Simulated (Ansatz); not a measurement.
Cost and result for the atomization energy of C$_{2}$H$_{6}$O$_{2}$Si (`OC[SiH]1CO1`) (11 atoms, 11 bonds).

Cartesian coordinates in Å:
```
O -1.811 -1.365 0.174
C -0.411 -1.294 0.425
Si 0.383 0.014 -0.665
C 0.756 1.672 -0.049
O 1.834 0.674 -0.195
H -2.218 -0.549 0.478
H -0.185 -1.109 1.483
H -0.007 -2.282 0.188
H 0.195 -0.241 -2.111
H 0.587 1.957 0.988
H 0.877 2.522 -0.716
```

Total charge 0; spin multiplicity 1. The geometry is a stationary point of PBE0-D4/def2-TZVP. It is one conformer, not always the lowest. Program: Ansatz. All runs use 4 threads of an Arm Neoverse V1 on a shared host. Times are those of one run each, without the atoms' runs, and a repeat can differ threefold. Electronic energies, without spin–orbit coupling; frozen cores. CCSD(T)/CBS adds CCSD(T) − MP2 in def2-TZVPP to the MP2 limit, and its time is that of the two runs behind it. T1 = 0.013. B3LYP takes the VWN-RPA correlation (the form of Gaussian; ORCA's B3LYP/G).

CCSD(T)/CBS is a level of theory with its own doubt, some kJ/mol a heavy atom from the limit and from the frozen cores, so smaller differences don't rank the functionals.

```
                            level  functions  wall time  atomization (kcal/mol)  difference from CCSD(T)/CBS  per bond
           LDA (SPW92)/def2-TZVPP        250      1.3 s                  1139.1                        156.2      14.2
             revPBE-D4/def2-TZVPP        250      2.1 s                   978.1                         -4.8      -0.4
               BLYP-D4/def2-TZVPP        250      2.1 s                   981.4                         -1.5      -0.1
  PBE-D4/def2-TZVPP (with forces)        250      2.6 s                  1005.3                         22.4       2.0
               PBE0-D4/def2-TZVPP        250      2.9 s                   981.1                         -1.8      -0.2
          CAM-B3LYP-D4/def2-TZVPP        250      3.3 s                   984.5                          1.6       0.1
B3LYP-D4/def2-TZVPP (with forces)        250      4.6 s                   978.8                         -4.1      -0.4
              PBE-QIDH/def2-TZVPP        250      5.5 s                   972.5                        -10.4      -0.9
                 CCSD(T)/def2-SVP        104      5.5 s                   915.1                        -67.8      -6.2
                B97M-V/def2-TZVPP        250        9 s                   982.4                         -0.5       0.0
                   MP2/def2-QZVPP        478       23 s                   992.1                          9.2       0.8
               CCSD(T)/def2-TZVPP        250    2.8 min                   954.3                        -28.6      -2.6
                CCSD(T)/CBS(def2)          –    3.2 min                   982.9                          0.0       0.0
```

From BLYP to BHLYP (50 % exact exchange), in def2-TZVPP and without D4, the atomization energy moves by −34.1 kcal/mol: exact exchange takes away binding that semilocal exchange gives to molecules. The D4 term adds +7.6 kcal/mol with B3LYP and +4.0 kcal/mol with PBE0; it sums over pairs of atoms, weighted by their polarisabilities, and B3LYP, whose exchange is more repulsive, gets the larger term. At CCSD(T), def2-SVP lies −67.8 kcal/mol from the extrapolated value and def2-TZVPP −28.6 kcal/mol: correlation converges slowly with the basis, and small sets miss more of it in the bonded molecule than in its fragments.
